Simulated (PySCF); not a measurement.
## Ionising BeSn

UHF-MP2; Be x2c-SVPall, Sn x2c-SVPall; spin-free X2C with a Gaussian nucleus (PySCF 2.14). Neutral (UHF): triplet (π ↑↑), Re = 2.376 Å, ωe = 471 cm⁻¹, De = 0.79 eV.

BeSn⁺ (UHF): doublet (π ↑), Re = 2.624 Å, ωe = 307 cm⁻¹, De = 1.14 eV to Be + Sn⁺. The energies at the minima are -6187.74806 hartree for BeSn and -6187.49929 for BeSn⁺.

Problem. Work out the adiabatic ionisation energy, without and with harmonic zero-point energies (1 hartree = 27.2114 eV, 1 eV = 8065.5 cm⁻¹), and the change of the bond length.

Solution. At UHF-MP2: 0.24877 hartree = 6.769 eV between the minima; the zero-point term (307.0 − 471.0)/2 cm⁻¹ = -0.010 eV makes it 6.759 eV. Re changes by +24.8 pm against the neutral. The electron leaves a π orbital, and the longer bond of the ion fits a bonding orbital, or a change in how ionic the bond is.

Correlated steps freeze 18 core orbitals. Correlated levels converge slowly with the basis: in double zeta they bind strong bonds too weakly, by up to about 1 eV, and carry superposition errors of some tenths. Spin–orbit coupling is left out, which matters for elements this heavy, above all for dissociation energies. For an ion De counts to the pair picked by the measured ionisation energies or electron affinities, which need not be the lowest pair at this level. States were picked by a PBE0 search and need not be the measured ground states.
